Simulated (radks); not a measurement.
Zr V, configuration [Kr]. Method: scalar-relativistic Kohn-Sham, LDA (Slater exchange, Perdew-Wang correlation), spin-polarised, spherical densities, finite nucleus; Fermi nuclear charge, rms radius 4.2694 fm; computed with a radial shooting solver on a logarithmic mesh with Libxc functionals.

Unscreened Slater integrals over Kohn-Sham orbitals (hartree). They are taken over the spin-up orbitals.

integral      value
F0(4p,4p)   0.68434
F2(4p,4p)   0.36166
F0(4p,4s)   0.71727
G1(4p,4s)   0.48695
F0(4p,3d)   0.88450
F2(4p,3d)   0.20448
G1(4p,3d)  0.066939
G3(4p,3d)  0.064155
F0(4p,3p)   0.88214
F2(4p,3p)   0.20775
G0(4p,3p)  0.053239
G2(4p,3p)  0.062949
F0(4s,4s)   0.75640
F0(4s,3d)   0.96233
G2(4s,3d)  0.081265
F0(4s,3p)   0.95964
G1(4s,3p)  0.075166
F0(3d,3d)    2.0172
F2(3d,3d)   0.98664
F4(3d,3d)   0.62524
F0(3d,3p)    1.9695
F2(3d,3p)   0.95029
G1(3d,3p)    1.1217
G3(3d,3p)   0.70764
F0(3p,3p)    1.9489
F2(3p,3p)   0.97956
